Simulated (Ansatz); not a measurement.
`[SiH3]B[SiH2]Cl` + `C=N` → `C=NB[SiH3]` + `[SiH3]Cl`  (cleavage of the B–Si bond)

Calculated with Ansatz (gas phase, PBE0-D4/def2-TZVP geometries, no zero-point term in ΔE). CCSD(T)/CBS is the MP2 limit (def2-TZVPP, def2-QZVPP) plus CCSD(T) − MP2 in def2-TZVPP, frozen cores. This one scheme is used for every species. DFT in def2-TZVPP. One conformer a species, not always the lowest.

`[SiH3]B[SiH2]Cl`:

Z-matrix (Å, degrees):
```
Si
B 1 2.010
H 1 1.489 2 111.5
H 1 1.488 2 114.1 3 123.7
H 1 1.493 2 105.9 3 -117.6
Si 2 1.996 1 120.2 3 -134.9
H 2 1.195 1 118.0 3 46.1
Cl 6 2.064 2 115.2 1 -173.5
H 6 1.490 2 108.1 1 66.2
H 6 1.488 2 110.2 1 -51.8
```

`C=N`:

```xyz
5

C    -0.139    0.317   -0.180
N     0.060   -0.394    0.842
H     0.185    0.060   -1.195
H    -0.672    1.263   -0.068
H     0.566   -1.247    0.601
```

`C=NB[SiH3]`:

Cartesian coordinates in Å:
```
C -0.095 1.832 -1.240
N -0.274 1.068 -0.275
B -0.447 0.215 0.749
Si 0.326 -1.644 0.619
H -0.808 1.878 -2.066
H 0.780 2.484 -1.292
H -1.058 0.590 1.709
H -0.752 -2.667 0.737
H 1.291 -1.887 1.728
H 1.037 -1.868 -0.671
```

`[SiH3]Cl`:

```xyz
5

Si    0.085   -0.086    0.044
Cl   -1.270    1.287   -0.660
H    -0.392   -1.442   -0.311
H     0.181    0.059    1.515
H     1.397    0.182   -0.588
```

| level | ΔE (kcal/mol) |
| --- | --- |
| PBE0-D4 | -35.7 |
| CCSD/def2-SVP | -37.2 |

(1) What does CCSD(T)/CBS give? (Best estimate.)

(2) What do rigid-rotor, harmonic-oscillator terms from PBE0-D4/def2-TZVP frequencies (298.15 K, 1 bar) make of the CCSD(T)/CBS value? (Estimate.)

Largest T1 diagnostic among the species: 0.017.

Results:

(1) The calculation gave: -33.9 kcal/mol. The listed levels differ from it by -1.8, -3.3 kcal/mol.

(2) Computed: ΔZPE = -0.2 kcal/mol, ΔH = -34.8 kcal/mol, ΔS = -27 J/(mol·K), ΔG = -32.8 kcal/mol. Modes under 50 cm⁻¹ make the entropy rough.

Leaving LDA and LC-ωPBE aside and taking each functional with its dispersion term where it has one, the values, not all of them listed here, spread over 5.1 kcal/mol, from BLYP-D4 to ωB97X-V. LDA lies −4.6 kcal/mol from PBE without D4. At CCSD(T), def2-SVP lies −4.4 kcal/mol from the extrapolated value and def2-TZVPP −0.1 kcal/mol. From BLYP to BHLYP (50 % exact exchange), in def2-TZVPP and without D4, ΔE moves by +3.3 kcal/mol.
